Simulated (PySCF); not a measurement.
A calculated (BP86, PySCF 2.14, pcseg-2, the non-relativistic Hamiltonian (point nucleus)) atom or ion has these occupied shells.

| shell | electrons | orbital energy (eV) | rms radius, mean of both spins (bohr) |
| --- | --- | --- | --- |
| 1s α | 1 | -3157.9 | 0.0999 |
| 1s β | 1 | -3157.2 | 0.0999 |
| 2s α | 1 | -343.01 | 0.453 |
| 2s β | 1 | -342.30 | 0.453 |
| 2p α | 3 | -278.37 | 0.419 |
| 2p β | 3 | -277.39 | 0.419 |
| 3s α | 1 | -67.053 | 1.39 |
| 3s β | 1 | -62.610 | 1.39 |
| 3p α | 3 | -51.622 | 1.49 |

**Question.** Name the element and its charge.

**Answer.** Ar³⁺ (argon, charge +3), in [Ne] 3s2 3p3, high-spin 4S determinant.
